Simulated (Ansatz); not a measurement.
`[NH2][Cd][F]` and `[F][Cd][Cl]` differ in one atom or group.

Ansatz, PBE0-D4/def2-TZVP geometries, multiplicity 1. Each molecule was computed in one conformer, which needn't be the lowest.

Elements past krypton have def2 core potentials.

```csv
property,`[NH2][Cd][F]`
HOMO–LUMO gap (PBE0/def2-TZVPP) / eV,6.12
HOMO energy (PBE0/def2-TZVPP) / eV,-7.48
zero-point energy (PBE0-D4/def2-TZVP) / kJ/mol,69.5
HOMO–LUMO gap (PBE/def2-TZVPP) / eV,3.89
HOMO–LUMO gap (ωB97M-V/def2-TZVPP) / eV,10.10
LUMO energy (PBE0/def2-TZVPP) / eV,-1.36
```

Q: What does the change do to each property? (An estimate is asked.)

A: Computed: 
| property | `[F][Cd][Cl]` | shift |
| --- | --- | --- |
| HOMO–LUMO gap (PBE0/def2-TZVPP) / eV | 6.86 | 0.74 |
| HOMO energy (PBE0/def2-TZVPP) / eV | -9.13 | -1.65 |
| zero-point energy (PBE0-D4/def2-TZVP) / kJ/mol | 7.2 | -62.3 |
| HOMO–LUMO gap (PBE/def2-TZVPP) / eV | 4.51 | 0.62 |
| HOMO–LUMO gap (ωB97M-V/def2-TZVPP) / eV | 10.98 | 0.88 |
| LUMO energy (PBE0/def2-TZVPP) / eV | -2.27 | -0.91 |

With PBE0 the HOMO falls by 1.65 eV and the LUMO falls by 0.91 eV, so the gap widens by about 0.74 eV. PBE moves the HOMO by -1.57 eV and ωB97M-V by -1.60 eV. The zero-point energy changes by -62.3 kJ/mol with -5 modes.
